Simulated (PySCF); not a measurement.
Potential energy of CsSn along the bond

Set-up: Cs def2-SVPD with ECP46, Sn def2-SVPD with ECP28; scalar-relativistic core potentials (PySCF 2.14). Energies in eV from Cs + Sn in their ground configurations at the same level. State: ⁴Σ⁻ (quartet), unpaired electrons σ ↑, π ↑↑.

All columns are HSE06. A positive dipole means Cs(−)Sn(+).

| R (Å) | E (eV) | μ (D) | Mulliken charge on Cs (basis-dependent) | HOMO (eV) | LUMO (eV) | Mayer bond order | ⟨S²⟩ |
| --- | --- | --- | --- | --- | --- | --- | --- |
| 3.092 | -1.086 | -8.46 | 0.57 | -3.34 | -1.57 | 0.76 | 3.75 |
| 3.236 | -1.282 | -9.04 | 0.57 | -3.37 | -1.62 | 0.75 | 3.75 |
| 3.379 | -1.388 | -9.58 | 0.58 | -3.27 | -1.67 | 0.74 | 3.75 |
| 3.487 | -1.424 | -9.96 | 0.58 | -3.20 | -1.70 | 0.73 | 3.75 |
| 3.595 | -1.434 | -10.33 | 0.58 | -3.13 | -1.73 | 0.72 | 3.75 |
| 3.703 | -1.423 | -10.67 | 0.57 | -3.07 | -1.76 | 0.72 | 3.75 |
| 3.847 | -1.386 | -11.10 | 0.57 | -3.01 | -1.82 | 0.71 | 3.75 |
| 4.026 | -1.316 | -11.59 | 0.56 | -2.93 | -1.89 | 0.71 | 3.75 |
| 4.242 | -1.213 | -12.08 | 0.55 | -2.87 | -1.97 | 0.70 | 3.75 |
| 4.530 | -1.065 | -12.55 | 0.52 | -2.82 | -2.07 | 0.69 | 3.75 |

A fit through these points gives, at Re = 3.587 Å, μ = -10.30 D and dμ/dR = -3.31 D/Å; the reduced mass is 63.03 u.

Q: How strong is the fundamental in the double-harmonic approximation, I = 42.26·(dμ/dR)²/μred km/mol?

A: I = 42.26·(-3.31)²/63.03 = 7.35 km/mol at HSE06.

Spin–orbit coupling is left out, which matters for elements this heavy, above all for dissociation energies. The state was picked by a PBE0 search and need not be the measured ground state.
